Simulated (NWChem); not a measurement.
System: CH$_{6}$SSi; SMILES S[SiH2]C

NWChem input:

```
start job
memory heap 200 mb stack 900 mb global 1100 mb
geometry units angstroms noautosym nocenter noautoz
  Si     0.558476     0.475430     0.009788
  C     -0.750878     1.815332    -0.064021
  S     -0.276031    -1.507230    -0.132199
  H      1.477330     0.556652    -1.162884
  H      1.357842     0.613104     1.266057
  H     -1.429277     1.752330     0.800852
  H     -0.281467     2.812140    -0.055967
  H     -1.352223     1.718616    -0.980364
  H     -0.967733    -1.426874     1.026287
end
basis spherical
  * library 6-31g*
end
dft
  xc hfexch
  iterations 150
  mulliken
end
task dft energy
esp
  recalculate
  probe 0.07
  range 0.3
  factor 1.0
  spacing 0.02
end
task esp
```

Parts of the log:

```
             Northwest Computational Chemistry Package (NWChem) 7.3.0
             --------------------------------------------------------

                             Geometry "geometry" -> ""
                             -------------------------

 Output coordinates in angstroms (scale by  1.889725989 to convert to a.u.)

  No.       Tag          Charge          X              Y              Z
 ---- ---------------- ---------- -------------- -------------- --------------
    1 Si                  14.0000     0.55847600     0.47543000     0.00978800
    2 C                    6.0000    -0.75087800     1.81533200    -0.06402100
    3 S                   16.0000    -0.27603100    -1.50723000    -0.13219900
    4 H                    1.0000     1.47733000     0.55665200    -1.16288400
    5 H                    1.0000     1.35784200     0.61310400     1.26605700
    6 H                    1.0000    -1.42927700     1.75233000     0.80085200
    7 H                    1.0000    -0.28146700     2.81214000    -0.05596700
    8 H                    1.0000    -1.35222300     1.71861600    -0.98036400
    9 H                    1.0000    -0.96773300    -1.42687400     1.02628700

 Effective nuclear repulsion energy (a.u.)     148.9000526353

  xc_inp: hfexch multiplicative factor not found.

                                 NWChem DFT Module
                                 -----------------

 Summary of "ao basis" -> "ao basis" (spherical)
 ------------------------------------------------------------------------------
       Tag                 Description            Shells   Functions and Types
 ---------------- ------------------------------  ------  ---------------------
 Si                          6-31g*                  8       18   4s3p1d
 C                           6-31g*                  6       14   3s2p1d
 S                           6-31g*                  8       18   4s3p1d
 H                           6-31g*                  2        2   2s

            General Information
            -------------------
          SCF calculation type: DFT
          Wavefunction type:  closed shell.
          No. of atoms     :     9
          No. of electrons :    42
           Alpha electrons :    21
            Beta electrons :    21
          Charge           :     0
          Spin multiplicity:     1
          Use of symmetry is: off; symmetry adaption is: off
          Maximum number of iterations: 150
          AO basis - number of functions:    62
                     number of shells:    34
          Convergence on energy requested:  1.00D-06
          Convergence on density requested:  1.00D-05
          Convergence on gradient requested:  5.00D-04

              XC Information
              --------------
                     Hartree-Fock (Exact) Exchange  1.000

      Superposition of Atomic Density Guess
      -------------------------------------

 Sum of atomic energies:        -726.92263786

      Non-variational initial energy
      ------------------------------

 Total energy =    -728.173278
 1-e energy   =   -1299.499464
 2-e energy   =     422.426133
 HOMO         =      -0.311452
 LUMO         =       0.073681

     ---------------------------------------------
      Total Density - Mulliken Population Analysis
     ---------------------------------------------

    Atom       Charge   Shell Charges
 -----------   ------   -------------------------------------------------------
    1 Si  14    13.38   2.00  2.00  5.97  0.95  1.57  0.29  0.44  0.15
    2 C    6     6.98   2.00  0.72  2.10  0.72  1.42  0.02
    3 S   16    16.56   2.00  2.00  5.98  1.32  3.15  0.54  1.53  0.03
    4 H    1     1.06   0.48  0.59
    5 H    1     1.07   0.48  0.59
    6 H    1     0.74   0.45  0.29
    7 H    1     0.74   0.45  0.29
    8 H    1     0.74   0.45  0.29
    9 H    1     0.73   0.39  0.34

   convergence    iter        energy       DeltaE   RMS-Dens  Diis-err
 ---------------- ----- ----------------- --------- --------- ---------
 d= 0,ls=0.0,diis     1   -727.7740085319 -8.77D+02  7.41D-03  1.88D-01
 d= 0,ls=0.0,diis     2   -727.8120548486 -3.80D-02  2.21D-03  1.56D-02
 d= 0,ls=0.0,diis     3   -727.8153422548 -3.29D-03  9.35D-04  1.64D-03
 d= 0,ls=0.0,diis     4   -727.8157618736 -4.20D-04  1.67D-04  5.07D-05
 d= 0,ls=0.0,diis     5   -727.8157756208 -1.37D-05  6.28D-05  4.72D-06
  Resetting Diis
 d= 0,ls=0.0,diis     6   -727.8157771641 -1.54D-06  1.63D-05  2.85D-07
 d= 0,ls=0.0,diis     7   -727.8157772654 -1.01D-07  4.00D-06  2.32D-08

         Total DFT energy =     -727.815777265371
      One electron energy =    -1301.997071798203
           Coulomb energy =      478.041434715871
    Exchange-Corr. energy =      -52.760192818365
 Nuclear repulsion energy =      148.900052635325

 Numeric. integr. density =        0.000000000000

                       DFT Final Molecular Orbital Analysis
                       ------------------------------------

 Vector   19  Occ=2.000000D+00  E=-4.728379D-01
              MO Center=  4.3D-01,  6.7D-01, -4.1D-01, r^2= 3.1D+00
   Bfn.  Coefficient  Atom+Function         Bfn.  Coefficient  Atom+Function
  ----- ------------  ---------------      ----- ------------  ---------------
     7      0.317318  1 Si px                52      0.315378  4 H  s
    51      0.246066  4 H  s                 21     -0.227796  2 C  px
     9     -0.188049  1 Si pz                40     -0.160469  3 S  py
    25     -0.151254  2 C  px                22      0.134710  2 C  py
     3     -0.129719  1 Si px                41      0.111885  3 S  pz

 Vector   20  Occ=2.000000D+00  E=-4.383725D-01
              MO Center= -1.5D-01, -9.1D-01, -8.3D-02, r^2= 3.2D+00
   Bfn.  Coefficient  Atom+Function         Bfn.  Coefficient  Atom+Function
  ----- ------------  ---------------      ----- ------------  ---------------
    40      0.494918  3 S  py                 8     -0.288455  1 Si py
    44      0.251267  3 S  py                41      0.231084  3 S  pz
    36     -0.189787  3 S  py                38     -0.174406  3 S  s
    22      0.151848  2 C  py                42     -0.142798  3 S  s
    54     -0.134651  5 H  s                 45      0.118003  3 S  pz

 Vector   21  Occ=2.000000D+00  E=-3.715620D-01
              MO Center= -2.1D-01, -1.2D+00, -6.8D-02, r^2= 2.4D+00
   Bfn.  Coefficient  Atom+Function         Bfn.  Coefficient  Atom+Function
  ----- ------------  ---------------      ----- ------------  ---------------
    39      0.507465  3 S  px                43      0.332228  3 S  px
    41      0.319457  3 S  pz                40     -0.242732  3 S  py
    45      0.209545  3 S  pz                35     -0.191464  3 S  px
    44     -0.159799  3 S  py                54     -0.148258  5 H  s
    37     -0.120518  3 S  pz                24      0.107980  2 C  s

 Vector   22  Occ=0.000000D+00  E= 1.422293D-01
              MO Center=  5.8D-01,  3.1D-01,  1.4D-01, r^2= 5.7D+00
   Bfn.  Coefficient  Atom+Function         Bfn.  Coefficient  Atom+Function
  ----- ------------  ---------------      ----- ------------  ---------------
    42      1.477322  3 S  s                 12      1.413308  1 Si py
    10     -0.855770  1 Si s                 44      0.789816  3 S  py
    11      0.766892  1 Si px                62     -0.517336  9 H  s
    45      0.395251  3 S  pz                52     -0.205565  4 H  s
     8      0.181046  1 Si py                26     -0.162961  2 C  py

 Vector   23  Occ=0.000000D+00  E= 1.672257D-01
              MO Center=  2.4D-01,  3.9D-01,  2.4D-01, r^2= 5.8D+00
   Bfn.  Coefficient  Atom+Function         Bfn.  Coefficient  Atom+Function
  ----- ------------  ---------------      ----- ------------  ---------------
    24      1.465588  2 C  s                 11      1.197015  1 Si px
    12     -0.833268  1 Si py                10     -0.629444  1 Si s
    62     -0.574397  9 H  s                 43     -0.533635  3 S  px
    45      0.353369  3 S  pz                52     -0.350828  4 H  s
    26     -0.300098  2 C  py                42      0.296806  3 S  s

 Vector   24  Occ=0.000000D+00  E= 1.784226D-01
              MO Center= -1.2D-01, -9.8D-01,  1.6D-01, r^2= 4.2D+00
   Bfn.  Coefficient  Atom+Function         Bfn.  Coefficient  Atom+Function
  ----- ------------  ---------------      ----- ------------  ---------------
    62      1.310344  9 H  s                 45     -0.752018  3 S  pz
    11      0.596399  1 Si px                42     -0.553833  3 S  s
    43      0.485585  3 S  px                 6     -0.396663  1 Si s
    52     -0.386909  4 H  s                 24      0.355999  2 C  s
    44      0.292608  3 S  py                41     -0.209172  3 S  pz

     ---------------------------------------------
      Total Density - Mulliken Population Analysis
     ---------------------------------------------

    Atom       Charge   Shell Charges
 -----------   ------   -------------------------------------------------------
    1 Si  14    13.22   2.00  2.00  5.98  0.92  1.78  0.16  0.18  0.22
    2 C    6     6.79   2.00  0.64  2.05  0.74  1.33  0.03
    3 S   16    16.39   2.00  2.00  5.98  1.28  3.04  0.62  1.41  0.05
    4 H    1     1.13   0.50  0.63
    5 H    1     1.14   0.50  0.64
    6 H    1     0.81   0.51  0.30
    7 H    1     0.81   0.51  0.30
    8 H    1     0.80   0.51  0.29
    9 H    1     0.90   0.49  0.41

     -------------------------------------------
      Total Density - Lowdin Population Analysis
     -------------------------------------------

    Atom       Charge   Shell Charges
 -----------   ------   -------------------------------------------------------
    1 Si  14    13.55   2.00  1.98  5.89  0.64  1.63  0.35  0.78  0.28
    2 C    6     6.61   1.99  0.56  1.89  0.48  1.64  0.05
    3 S   16    16.26   2.00  1.99  5.90  1.07  2.81  0.61  1.81  0.06
    4 H    1     1.07   0.50  0.57
    5 H    1     1.08   0.50  0.57
    6 H    1     0.85   0.48  0.37
    7 H    1     0.85   0.48  0.37
    8 H    1     0.85   0.48  0.36
    9 H    1     0.89   0.48  0.42

     Multipole analysis of the density
     ---------------------------------

     L   x y z        total         alpha         beta         nuclear
     -   - - -        -----         -----         ----         -------
     0   0 0 0     -0.000000    -21.000000    -21.000000     42.000000

     1   1 0 0     -0.191789      2.075994      2.075994     -4.343777
     1   0 1 0      0.759619      0.891642      0.891642     -1.023665
     1   0 0 1      0.350124      1.562402      1.562402     -2.774679

     2   2 0 0    -27.030425    -45.443817    -45.443817     63.857208
     2   1 1 0      0.414346      0.901756      0.901756     -1.389166
     2   1 0 1     -1.358653     -0.953534     -0.953534      0.548414
     2   0 2 0    -28.229659   -149.706516   -149.706516    271.183373
     2   0 1 1     -1.146049     -1.968459     -1.968459      2.790869
     2   0 0 2    -26.282090    -23.710740    -23.710740     21.139390

                     NWChem Electrostatic Potential Fit Module
                     -----------------------------------------

 Atom parameters

 Number of atoms is                                    9
 Number of basis functions is                         62

 Grid parameters

 Maximum number of grid points is                  40263
 Number of grid points is                          40262
 Grid range                                     0.300000 nm
 Grid spacing                                   0.020000 nm
 Probe radius                                   0.070000 nm
 Atom radius factor                             1.000000

 Atomic radii

    1    0.100000
    6    0.147000
   14    0.187000
   16    0.174000
 FASTESP  F
  using M.O. file = ./job.movecs

    Atom              Coordinates                           Charge

                                                  ESP

    1 Si    0.055848    0.047543    0.000979    0.769287
    2 C    -0.075088    0.181533   -0.006402   -0.348671
    3 S    -0.027603   -0.150723   -0.013220   -0.464424
    4 H     0.147733    0.055665   -0.116288   -0.151349
    5 H     0.135784    0.061310    0.126606   -0.206782
    6 H    -0.142928    0.175233    0.080085    0.076041
    7 H    -0.028147    0.281214   -0.005597    0.070585
    8 H    -0.135222    0.171862   -0.098036    0.064375
    9 H    -0.096773   -0.142687    0.102629    0.190938
                                            ------------
                                               -0.000000

 Dipole moment                                  0.842541

 Quadrupole moment Qxx                          2.881754
                   Qyy                         -5.429812
                   Qzz                          2.548058

 RMS deviation kJ/mol                           0.078825

 RRMS %                                        41.836409
```

Level: Hartree-Fock/6-31G* (spherical d). Structure relaxed at the PBE0/def2-SVP level.
